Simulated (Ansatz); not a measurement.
Compare A (`[SiH3][C@H]1[O][Ge@@H]1[Cl]`) with its isomer B (`Cl[SiH2][GeH]1[CH2][O]1`).

Computed with Ansatz on PBE0-D4/def2-TZVP structures; ΔE is electronic, products minus reactants. CCSD(T)/CBS adds triple-zeta CCSD(T) − MP2 to the extrapolated MP2 energy (def2 sets, frozen cores). DFT in def2-TZVPP. B3LYP here is the variant with VWN-RPA as its local correlation; programs differ in this. For Ge outer-core shells are correlated without core-valence functions, which leaves a few kJ/mol of doubt a bond. Scalar relativity is left out up to krypton. One conformer a species, not always the lowest.

Q: Which is lower in electronic energy at CCSD(T)/CBS, and by how much? (An estimate is asked.)

A: The calculation gave: B, by 46.0 kJ/mol.

Q: Give E(B) − E(A) in kJ/mol with ωB97M-V, CCSD/def2-TZVPP, B2PLYP, B3LYP, CCSD(T)/def2-TZVPP, B3LYP-D4, MP2/def2-TZVPP. (An estimate is asked.)

A: The calculation gave: ωB97M-V -43.3, CCSD/def2-TZVPP -41.4, B2PLYP -43.9, B3LYP -47.2, CCSD(T)/def2-TZVPP -41.6, B3LYP-D4 -47.1, MP2/def2-TZVPP -41.3. None reverses the order clearly.

Largest T1 diagnostic: 0.014.

In def2-TZVPP, CCSD(T) changes the Hartree–Fock value by −7.7 kJ/mol (the triples alone add −0.2 kJ/mol) and MP2 by −7.3 kJ/mol.
